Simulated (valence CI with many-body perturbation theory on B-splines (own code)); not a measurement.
# Sensitivity of CI+MBPT for Mn20+

Calculated by relativistic CI+MBPT: three valence electrons over a frozen Dirac-Fock core [He], a basis of 6 s, 6 p, 5 d, 3 f, 1 g functions for each j, with the one-electron correlation potential Σ1, the two-electron term Σ2, the three-electron term Σ3, Breit, model QED; selected CI, second order for the rest, scaled by the run's own slope (own B-spline code, finite nucleus).

No measured levels were compared; by estimate levels of excited configurations hold to 0.05 to 0.15 % of their energy, terms of the ground configuration to about 0.5 %.

The reference run has the lowest level 2s²2p ²P°_1/2 and an ionisation energy of 1643.43 eV. Its largest variational space holds 4257 state functions.

Names give the largest LS component (configuration and term), which can be under half, so a name can repeat, a term be missing and a line seem to break the LS rules; names also repeat where a configuration has a term twice.

Changed runs:
A. highest l in the core sums 6 → 5
B. core polarisation of operators on → off; logarithmic knot step 0.27 → 0.33
C. natural orbitals for correlation on → off
D. box radius (bohr) 2.7794 → 0.88 (bad on purpose)

Excitation energies of the reference run in cm⁻¹, and shifts in cm⁻¹:

| Level | Reference | A | B | C | D |
| --- | --- | --- | --- | --- | --- |
| 2s²2p ²P°_3/2 | 99449 | +0.2 | -0.7 | -34 | +49 |
| 2s2p² ⁴P_1/2 | 379061 | -4.4 | -16 | -2428 | -526 |
| 2s2p² ⁴P_3/2 | 424370 | -4.3 | -17 | -2620 | -501 |
| 2s2p² ⁴P_5/2 | 470209 | -4.2 | -17 | -2470 | -480 |
| 2s2p² ²D_3/2 | 687667 | -4.3 | -18 | +2699 | -309 |
| 2s2p² ²D_5/2 | 704443 | -4.2 | -18 | +2383 | -307 |
| 2s2p² ²P_1/2 | 806658 | -4.4 | -18 | +4145 | -188 |
| 2s2p² ²S_1/2 | 911335 | -4.2 | -18 | +4181 | -121 |
| 2s2p² ²P_3/2 | 925271 | -4.2 | -19 | +4309 | -111 |
| 2p³ ⁴S°_3/2 | 1177060 | -8.9 | -30 | -924 | -792 |
| 2p³ ²D°_3/2 | 1311070 | -8.9 | -30 | +3737 | -687 |
| 2p³ ²D°_5/2 | 1335190 | -8.8 | -31 | +3614 | -693 |
| Ionisation energy (eV) | 1643.43 | +0.00079 | +0.00019 | -0.43 | -0.17 |
